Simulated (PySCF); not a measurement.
# Identify the compound

The spectra below were simulated for a compound C₄H₇FOSi.

1H NMR (500 MHz, computed): δ 5.03 (m, 1H), 4.63 (m, 1H), 2.52 (s, 1H), 1.79 (m, 3H), 1.69 (br s, 1H).

13C{1H} NMR (computed): δ 89.2, 88.1, 86.6, 26.6.

[PySCF 2.14: GFN2-xTB structure; PBE0/pcSseg-1 with gauge-including orbitals; fast rotation and ring inversion assumed for equivalent nuclei; no relativistic terms; single conformer; no solvent model]

Referencing at the same level of theory: 1H (31.72 ppm), 13C (186.93 ppm) vs TMS.

Task: Which of these isomers gave the spectra?
A. O=C(/C=C/F)C[SiH3]
B. C#C[C@](C)(F)[SiH2]O
C. C/C=C(/[SiH3])C(=O)F
D. C/C(C=O)=C\[SiH2]F

Result: B. 

Rings plus π bonds: 2 (no ring in the answer). 4 carbon signals for 4 carbons: no two carbons are equivalent. Carbon types of the structure: 2 × C, 1 × CH, 1 × CH3, leaving 3 H on heteroatoms. δC 89.2: terminal alkyne carbon; the triple bond shields along its axis, which puts it between sp3 and sp2 carbons. δC 88.1: propargylic fully substituted sp3 carbon bonded to F and Si; pulled downfield by the heteroatom. δC 86.6: alkyne carbon; sp carbons lie upfield of alkene carbons because the cylindrical π system leaves one tensor component strongly shielded. δH 2.52: hydrogen on a terminal alkyne carbon; it lies on the axis of the triple bond, in its shielding cone. δH 1.69: hydrogen on an oxygen bonded to Si; exchangeable, gas-phase position.

The others: C/C(C=O)=C\[SiH2]F has carbons computed at 198.1, 163.3, 152.4, 19.5, with a different DEPT pattern; C/C=C(/[SiH3])C(=O)F would give 3 signals for carbon-bound and other non-exchanging H, not 4; O=C(/C=C/F)C[SiH3] has carbons computed at 205.1, 176.3, 116.6, 31.8, with a different DEPT pattern.

OH and NH positions are those of a molecule without intermolecular hydrogen bonds; in solution they move with solvent, concentration and temperature, and exchange usually removes their couplings. Splittings by 19F in the carbon and heteronuclear signals aren't shown, as no couplings were computed. Shifts are as computed. Against solution values, carbons near 30 ppm lie about +3 ppm off and those near 130 ppm about +5 ppm. Of 1211 compounds with measured shifts, 218 miss one by over three times the rms of a fit or turn the order of signals round; such compounds aren't used in these exercises. Multiplicities follow the n + 1 count of equivalent neighbours, as no J values were calculated; m marks all less simple cases, F and P coupling included.
